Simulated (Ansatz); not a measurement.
Input file for Ansatz (an electronic-structure program): R-SVWN5/def2-TZVPPD on HF (SMILES F) with ghost functions. Files ending in .json are basis or fitting sets from the Basis Set Exchange.

Ansatz 0.2 input:
```yaml
crystal:
  periodic: [false, false, false]
  atoms:
    - {symbol: F, position_ang: [-0.11084606, -0.27438190, -0.45428820]}
    - {symbol: H, position_ang: [-0.07941079, -0.21394166, 0.47618334]}
basis:
  gaussian:
    orbitals: def2-TZVPPD.json
    ghost_atoms:
      - {symbol: C, position_ang: [-0.01212052, -0.08230280, 2.48725011]}
      - {symbol: O, position_ang: [0.02511885, -0.00888222, 3.60548435]}
hamiltonian:
  xc: {name: SVWN5}
scf: {lower_state_search: off}
```

The head of its log:

```
WARN ansatz: RAYON_NUM_THREADS=1 ignored (pool sized by the plan → 1); use --threads N
Functional definition: SVWN5
these checks for a lower state are left out or cut short: stability, starts, cluster_reference, orbital_swaps, neighbouring_geometries, increment
integrals: 0.03 GiB planned
594 factors; their error is unknown
mean field: 0.29 GiB planned
mean field evaluation 1: about -2715.3405 eV, gradient 3.4e1 eV
mean field evaluation 2: about -2709.4341 eV, gradient 7.4e1 eV
```

Q: Give the final energy of this run.

A: -99.8454 hartree.
